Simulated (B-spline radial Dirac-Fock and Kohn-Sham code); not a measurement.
As: input and output of one calculation

ΔSCF core binding energies without Breit or QED terms, calculated with a B-spline atomic structure program. Keys: rel is the Hamiltonian (dirac, or spin-free x2c and nr, where L3 and M5 stand for the whole 2p and 3d shells), method is hf or an exchange,correlation pair (spin-unpolarised, also for the hole states), nuc the nuclear model, radius_factor scales its radius, rmax is the box in bohr, h the logarithmic mesh step, order the B-spline order, points the quadrature points per cell, c_factor scales the speed of light, and damp, ndamp, maxit and tol steer the iteration. The run stops when the commutator error falls below 10·tol·max(1, Z/10), or the numerical noise floor, and the energy has settled to about 1e-8 Ha; the virial ratio is −V/T.

Input (task.json):

```json
{"items": [{"Z": 33, "q": 0, "cfg": [[1, 0, 2], [2, 0, 2], [2, 1, 6], [3, 0, 2], [3, 1, 6], [3, 2, 10], [4, 0, 2], [4, 1, 3]], "A": 75, "rrms": 4.0968, "do": "settings", "holes": ["K", "L3", "M5"],
  "settings": [{"rel": "dirac", "method": "hf", "nuc": "gauss", "radius_factor": 1.0, "rmax": 60.0, "h": 0.3, "order": 9, "points": 10, "c_factor": 1.0, "maxit": 60, "damp": 0.5, "ndamp": 3, "tol": 1e-08}]}]}
```

Command: `python xray2_run.py task.json out`

Ground-state iterations:

```
iter   energy (Ha)        error
   1    -2258.92007582  1.21e+00
   2    -2259.33837209  9.36e-02
   3    -2259.43964316  2.48e-02
   4    -2259.44159381  1.05e-02
   5    -2259.44187598  1.10e-03
   6    -2259.44189417  5.60e-04
   7    -2259.44189852  1.44e-04
   8    -2259.44189891  2.01e-05
   9    -2259.44189891  7.65e-07
  10    -2259.44189891  2.49e-07
```

The ground state converged in 10 iterations, with total energy -2259.44190 Ha, virial ratio 1.97750 and highest orbital energy -8.86 eV. ΔSCF binding energies: K (1s) 11899.5 eV, L3 (2p3/2) 1333.8 eV, M5 (3d5/2) 48.54 eV.
